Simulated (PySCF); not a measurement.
First SCF of a structure search on singlet Cs₂O, at a hand-made bent geometry. PySCF input:

```python
from pyscf import gto, scf, dft
mol = gto.M(atom='''
O      0.000000     0.000000     0.000000
Cs     2.416500     0.000000     1.692100
Cs    -2.416500     0.000000     1.692100''',
    basis={'O': 'def2-TZVP', 'Cs': 'def2-TZVP'},
    ecp={'Cs': 'def2-TZVP'},
    charge=0, spin=0)
mf = dft.RKS(mol, xc='PBE0')
mf.grids.atom_grid = (50, 194)
aux = {'O': 'def2-universal-JKFIT', 'Cs': 'def2-universal-JKFIT'}
mf = mf.density_fit(auxbasis=aux)
mf.conv_tol = 1e-08
mf.diis_space = 10
mf.max_cycle = 60
mf.init_guess = 'minao'
mf.verbose = 4
mf.kernel()
```

Excerpt of the output (cycles and frontier levels):

```
init E= -108.580725627771
  HOMO = -0.598529012953066  LUMO = -0.277741410810748  gap/eV = 8.72908
cycle= 1 E= -114.85691313873  delta_E= -6.28  |g|= 1.43  |ddm|= 2.56
  HOMO = 0.00731794825194901  LUMO = 0.0111389055357996  gap/eV = 0.10397
cycle= 2 E= -106.574029381138  delta_E= 8.28  |g|= 3.17  |ddm|= 4.97
  HOMO = -0.321626843490508  LUMO = -0.0707465992001395  gap/eV = 6.82680
cycle= 3 E= -115.116202305839  delta_E= -8.54  |g|= 0.961  |ddm|= 4.87
  HOMO = -0.102523553311479  LUMO = -0.0566169035028656  gap/eV = 1.24918
cycle= 4 E= -115.410856517353  delta_E= -0.295  |g|= 0.182  |ddm|=  1.4
  HOMO = -0.0551531713544223  LUMO = -0.0284597097180212  gap/eV = 0.72637
cycle= 5 E= -115.322444758084  delta_E= 0.0884  |g|= 0.634  |ddm|= 0.869
  HOMO = -0.0739196496750004  LUMO = -0.0328186880252875  gap/eV = 1.11841
cycle= 6 E= -115.40908528805  delta_E= -0.0866  |g|= 0.241  |ddm|= 0.365
  HOMO = -0.088817033260321  LUMO = -0.0360104016580367  gap/eV = 1.43694
cycle= 7 E= -115.422871523524  delta_E= -0.0138  |g|= 0.0665  |ddm|= 0.189
  HOMO = -0.093999032448448  LUMO = -0.0367972919723533  gap/eV = 1.55654
cycle= 8 E= -115.42398925087  delta_E= -0.00112  |g|= 0.00987  |ddm|= 0.0632
  HOMO = -0.094943445421897  LUMO = -0.0370903619529958  gap/eV = 1.57426
cycle= 9 E= -115.424013980779  delta_E= -2.47e-05  |g|= 0.0041  |ddm|= 0.012
  HOMO = -0.0952268463271823  LUMO = -0.0371089436965137  gap/eV = 1.58147
cycle= 10 E= -115.424018294142  delta_E= -4.31e-06  |g|= 0.000432  |ddm|= 0.00539
  HOMO = -0.0952411145771694  LUMO = -0.037098514263142  gap/eV = 1.58214
cycle= 11 E= -115.424018532683  delta_E= -2.39e-07  |g|= 0.000119  |ddm|= 0.00217
  HOMO = -0.0952739575320996  LUMO = -0.0370980955338756  gap/eV = 1.58305
cycle= 12 E= -115.424018599649  delta_E= -6.7e-08  |g|= 3.7e-05  |ddm|= 0.00177
  HOMO = -0.0952823637713607  LUMO = -0.037098939959601  gap/eV = 1.58325
cycle= 13 E= -115.424018602656  delta_E= -3.01e-09  |g|= 4.51e-05  |ddm|= 0.000466
  HOMO = -0.0953062503771328  LUMO = -0.0371018676637887  gap/eV = 1.58382
Extra cycle  E= -115.424018583033  delta_E= 1.96e-08  |g|= 0.000286  |ddm|= 0.000328
converged SCF energy = -115.424018583033
```

No lower solution of this spin was found by a stability analysis within the restricted form, which does not test spin polarisation.

The search for the lowest solution, with the stability check, took 1.6 s on 2 threads of a shared Arm Neoverse V1 host, with 89 basis functions; the process peaked at 0.29 GiB.
